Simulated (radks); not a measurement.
Q: The barium ion Ba9+ is in [Kr] 4d10 5s1. Calculated with a radial shooting solver on a logarithmic mesh with Libxc functionals: scalar-relativistic Kohn-Sham, r2SCAN, spin-polarised, spherical densities, finite nucleus; meta-GGA in the generalised Kohn-Sham scheme; Fermi nuclear charge, rms radius of each element as measured or else 0.836 A^(1/3) + 0.57 fm. Open shells are filled with parallel spins first. One electron is removed from 5s, 4p, 4d, 4s in turn, with full relaxation. Which removal costs least, and what does each cost?

A: 5s 146.67 eV; 4d 224.51 eV; 4p 320.11 eV; 4s 385.23 eV. The 5s electron leaves first.
